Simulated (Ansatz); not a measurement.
Species: [amino(dimethyl)germyl]methane, C$_{3}$H$_{11}$GeN, net charge 0, singlet state. 
Structure (B3LYP-D3(BJ)/def2-TZVP (Ansatz, a program for electronic structure) minimum search):
```xyz
16

C      1.8299     0.0606    -0.7027
Ge    -0.0005    -0.0012     0.0008
C     -1.1428    -1.0874    -1.1874
C     -0.7682     1.7919     0.2123
N      0.1376    -0.7033     1.7215
H      2.4618     0.6597    -0.0475
H      2.2499    -0.9441    -0.7662
H      1.8421     0.4992    -1.7012
H     -1.1966    -0.6422    -2.1825
H     -0.7412    -2.0970    -1.2830
H     -2.1545    -1.1553    -0.7853
H     -1.7664     1.7322     0.6482
H     -0.8473     2.2913    -0.7540
H     -0.1387     2.3926     0.8684
H     -0.7384    -0.7466     2.2267
H      0.5690    -1.6179     1.7662
```

Dipole moments at this geometry, in debye (magnitudes).

```csv
level,program,dipole (D)
BLYP/def2-TZVPD,Ansatz,0.95
revPBE/def2-TZVPD,Ansatz,0.93
r2SCAN/def2-TZVPD,Ansatz,0.98
B97M-V/def2-TZVPD,Ansatz,0.95
B3LYP/def2-TZVPD,Ansatz,[?]
BHLYP/def2-TZVPD,Ansatz,1.05
r2SCANh/def2-TZVPD,Ansatz,0.99
HSE06/def2-TZVPD,Ansatz,0.99
LC-wPBE/def2-TZVPD,Ansatz,1.08
CCSD(T)/aug-cc-pVDZ,Ansatz,[?]
```

**Question.** Some entries are withheld; supply them.

**Answer.** 
- B3LYP/def2-TZVPD, dipole (D): 1.00
- CCSD(T)/aug-cc-pVDZ, dipole (D): 0.99
